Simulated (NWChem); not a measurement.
Basis-set dependence for diiodomethane (CH2I2)

SMILES: ICI
```xyz
5

I      1.8391     0.0000     0.0908
C      0.0000     0.0000    -1.0490
I     -1.8391     0.0000     0.0908
H      0.0000     0.9046    -1.6634
H      0.0000    -0.9046    -1.6634
```
Charge 0, spin multiplicity 1.

All runs are NWChem calculations. All single points use one geometry, from B3LYP/def2-SVP with def2 effective core potentials on I, a minimum by its harmonic frequencies.

Hartree-Fock energies in Ha, correlation energies in mHa.

Effective core potentials replace the inner electrons of I; spin-orbit coupling is left out. The correlated methods keep 9 core orbitals frozen.

```tsv
basis	functions	RHF	MP2	SCS-MP2
def2-SVP	76	-632.28733	-385.1	-369.7
def2-TZVP	143	-632.35419	-1166.6	-1047.1
```

From def2-SVP to def2-TZVP the Hartree-Fock energy moves by -66.9 mHa and the MP2 correlation energy by -781.5 mHa, which is 67 % of its value in the larger set.
